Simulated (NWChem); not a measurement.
System meant: phosphorus nitride (PN); SMILES N#P

NWChem input:

```
start job
memory heap 200 mb stack 900 mb global 1100 mb
geometry units angstroms noautoz
  N      0.000000     0.000000     1.004870
  P      0.000000     0.000000    -0.474538
end
basis spherical
  * library def2-svp
end
dft
  xc pbe0
  iterations 4
  mulliken
end
task dft energy
```

End of the output:

```
    Atom       Charge   Shell Charges
 -----------   ------   -------------------------------------------------------
    1 N    7     7.32   1.98  0.95  0.68  1.99  1.69  0.03
    2 P   15    14.68   2.00  1.96  0.96  0.74  5.80  1.50  1.54  0.18

 center of mass
 --------------
 x =   0.00000000 y =   0.00000000 z =  -0.01912852

 moments of inertia (a.u.)
 ------------------
          75.370594900809           0.000000000000           0.000000000000
           0.000000000000          75.370594900809           0.000000000000
           0.000000000000           0.000000000000           0.000000000000

     Multipole analysis of the density
     ---------------------------------

     L   x y z        total         alpha         beta         nuclear
     -   - - -        -----         -----         ----         -------
     0   0 0 0     -0.000000    -11.000000    -11.000000     22.000000

     1   1 0 0      0.000000      0.000000      0.000000      0.000000
     1   0 1 0      0.000000      0.000000      0.000000      0.000000
     1   0 0 1     -1.001694     -0.500847     -0.500847     -0.000000

     2   2 0 0    -12.791970     -6.395985     -6.395985      0.000000
     2   1 1 0     -0.000000     -0.000000     -0.000000      0.000000
     2   1 0 1      0.000000      0.000000      0.000000      0.000000
     2   0 2 0    -12.791970     -6.395985     -6.395985      0.000000
     2   0 1 1      0.000000      0.000000      0.000000      0.000000
     2   0 0 2    -14.892864    -26.097780    -26.097780     37.302696

 ------------------------------------------------------------------------
 dft energy failed                                                                                  0
 ------------------------------------------------------------------------
 ------------------------------------------------------------------------
  current input line :
    15: task dft energy
 ------------------------------------------------------------------------
 ------------------------------------------------------------------------
 This type of error is most commonly associated with calculations not reaching convergence criteria
 ------------------------------------------------------------------------
 For more information see the NWChem manual at https://nwchemgit.github.io

0:dft energy failed:Received an Error in Communication
```

### Question
Can this run be used? If not, why, and what is the fix?

### Answer
Convergence was not reached. Cause: the SCF was allowed too few iterations. This input runs:
```
start job
memory heap 200 mb stack 900 mb global 1100 mb
geometry units angstroms noautoz
  N      0.000000     0.000000     1.004870
  P      0.000000     0.000000    -0.474538
end
basis spherical
  * library def2-svp
end
dft
  xc pbe0
  iterations 150
  mulliken
end
task dft energy
```
It converges to -395.71196 Ha (PBE0/def2-SVP).
